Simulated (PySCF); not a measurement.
Al(F)(Cl)(Et) (C2H5AlClF), SMILES [Al]([CH2]C)([Cl])[F]. Heavy atoms are numbered as in [Al:1]([F:2])([Cl:3])[CH2:4][CH3:5]. Hydrogens are named by the atom that carries them.

The structure is a stationary point at B3LYP-D3(BJ)/def2-SVP. The structure was generated by enumeration; whether it is a known compound was not checked. One conformer was computed; it need not be the lowest.

Method: PySCF with HF/pcSseg-1.

GIAO shieldings, no solvent; atoms alike by connectivity are averaged. δ = σ(ref) − σ: ¹⁹F against CFCl3 (σ = 238.5 ppm); ³⁵Cl against HCl (σ = 958.2 ppm); ¹³C against TMS (σ = 192.6 ppm); ¹H against TMS (σ = 31.99 ppm), references at their B3LYP-D3(BJ)/def2-TZVP geometries, non-relativistic (without spin–orbit terms, shifts of atoms bonded to Cl or Br come out too high).

```tsv
atoms	nucleus	count	δ (ppm)
F2	¹⁹F	1	…
Cl3	³⁵Cl	1	-35.8
C5 (CH3)	¹³C	1	…
C4 (CH2)	¹³C	1	…
H on C5	¹H	3	1.47
H on C4	¹H	2	0.56
```

Problem. Fill in the missing entries. (Estimate from the structure and the level; the computed values follow.)

Solution. 
- F2, δ (ppm): -123.7
- C5 (CH3), δ (ppm): 11.4
- C4 (CH2), δ (ppm): -0.8
